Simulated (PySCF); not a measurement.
## Mg⁺: ionisation energy

Mg⁺ [Ne] 3s1 (2S) → Mg²⁺ [Ne] (1S), as a difference of total energies. Calculation: PySCF 2.14, in aug-cc-pCVQZ-DK; scalar relativity by spin-free X2C-1e. Correlated levels: valence and next inner shell: 1s2 frozen; nothing frozen. The calculations carry no spin-orbit coupling.

```tsv
method	ionisation energy (eV)	error (eV)
UHF	14.745	-0.290
LDA	15.375	+0.340
PBE	15.359	+0.324
PBE0	15.254	+0.219
r2SCAN	15.043	+0.008
TPSSh	15.079	+0.044
HSE06	15.260	+0.225
BLYP	15.465	+0.430
MP2 (valence and next inner shell)	14.992	-0.043
SCS-MP2 (valence and next inner shell)	14.940	-0.095
MP2 (all electrons)	14.989	-0.046
SCS-MP2 (all electrons)	14.939	-0.096
```

Reference: 15.035 eV (measured; NIST Atomic Spectra Database, ionization energies).
